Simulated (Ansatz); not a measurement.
Ansatz (a quantum-chemistry and plane-wave program) job for CHCl, SMILES [CH]Cl (connectivity only; charge and spin as stated), neutral, multiplicity 1, PBE/def2-TZVPD. Coordinates come from a ωB97X-D3(BJ)/def2-TZVPD optimisation. The isomer is the one that the SMILES or the coordinates give; other isomers of the formula were not compared.

Ansatz 0.2 input:
```yaml
crystal:
  periodic: [false, false, false]
  atoms:
    - {symbol: C, position_ang: [-0.17674553, -1.16889053, 0.00000000]}
    - {symbol: Cl, position_ang: [0.01113770, 0.50267941, 0.00000000]}
    - {symbol: H, position_ang: [0.87113225, -1.53220688, 0.00000000]}
basis:
  gaussian:
    orbitals: def2-TZVPD
hamiltonian:
  xc: {name: PBE}
```

It prints:

```
WARN ansatz: RAYON_NUM_THREADS=1 ignored (pool sized by the plan → 1); use --threads N
Functional definition: PBE
integrals: 0.02 GiB planned
505 factors; their error is unknown
mean field: 0.18 GiB planned
mean field evaluation 1: about -13560.5459 eV, gradient 4.8e1 eV
mean field evaluation 2: about -13532.1954 eV, gradient 9.8e1 eV
mean field evaluation 4: about -13566.4244 eV, gradient 3.7e0 eV
mean field evaluation 8: about -13566.4412 eV, gradient 2.7e-1 eV
mean field evaluation 16: about -13566.4413 eV, gradient 3.3e-5 eV
mean field -13566.44131402 eV, -498.5575226259 hartree, gradient 2.4e-5 eV, S^2 0.000000; 0 other end points of the search recorded, 0 dependent functions left out
reference -13566.44135885 eV, -498.5575242734 hartree; 12, 12 occupied and 80, 80 virtual orbitals, 505 factors
Total energy: -13566.44135885 eV, -498.5575242734 hartree
```

Self-consistency was reached.

Cost: about 1.1 core-seconds (a rough figure).
